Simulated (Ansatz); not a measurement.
2-pyrimidin-2-yl-1,3-thiazole (C7H5N3S), SMILES c1cnc(-c2nccs2)nc1. Atoms are numbered in the order given.

```xyz
16

C     -0.1203    -3.3739     0.0000
C      1.1348    -2.7590     0.0000
N      1.2831    -1.4361     0.0000
C      0.1601    -0.7080     0.0000
C      0.2779     0.7592     0.0000
N      1.3872     1.4457     0.0000
C      1.1384     2.7862     0.0000
C     -0.1910     3.1426     0.0000
S     -1.1853     1.7343     0.0000
N     -1.0910    -1.1956     0.0000
C     -1.2252    -2.5192     0.0000
H     -0.2310    -4.4593     0.0000
H      2.0540    -3.3569     0.0000
H      1.9712     3.4919     0.0000
H     -0.6187     4.1437     0.0000
H     -2.2479    -2.9137     0.0000
```
Charge 0, spin multiplicity 1.

Geometry: B3LYP-D3(BJ)/def2-SVP. Other conformers were not sampled.

Two levels are set side by side: PBE-D3(BJ)/def2-SVP (Ansatz, an electronic-structure program) and B3LYP-D3(BJ)/def2-SVP (Ansatz). Each level has its own optimised geometry; the coordinates shown are those of the second. Differences are taken from unrounded values.

| quantity | B3LYP-D3(BJ) | PBE-D3(BJ) | PBE-D3(BJ) minus B3LYP-D3(BJ) |
|---|---|---|---|
| mean bond length (Å) | 1.329 | 1.336 | 0.007 |
| bond C1–C2 (Å) | 1.398 | 1.404 | 0.007 |
| bond C1–C11 (Å) | 1.397 | 1.404 | 0.007 |
| bond C2–N3 (Å) | 1.331 | 1.338 | 0.007 |
| bond N3–C4 (Å) | 1.338 | 1.348 | 0.009 |
| bond C4–C5 (Å) | 1.472 | 1.471 | -0.001 |
| bond C4–N10 (Å) | 1.343 | 1.352 | 0.010 |
| bond C5–N6 (Å) | 1.305 | 1.314 | 0.010 |
| bond C5–S9 (Å) | 1.758 | 1.767 | 0.009 |
| bond N6–C7 (Å) | 1.363 | 1.364 | 0.001 |
| bond C7–C8 (Å) | 1.376 | 1.387 | 0.011 |
| bond C8–S9 (Å) | 1.724 | 1.725 | 0.001 |
| bond N10–C11 (Å) | 1.330 | 1.337 | 0.007 |
| bond C1–H12 (Å) | 1.091 | 1.099 | 0.008 |
| bond C2–H13 (Å) | 1.097 | 1.105 | 0.009 |
| bond C7–H14 (Å) | 1.092 | 1.100 | 0.009 |
| bond C8–H15 (Å) | 1.089 | 1.097 | 0.008 |

Exact exchange shortens and stiffens bonds; PBE has none. Differences between two approximate levels are no errors against the true value.
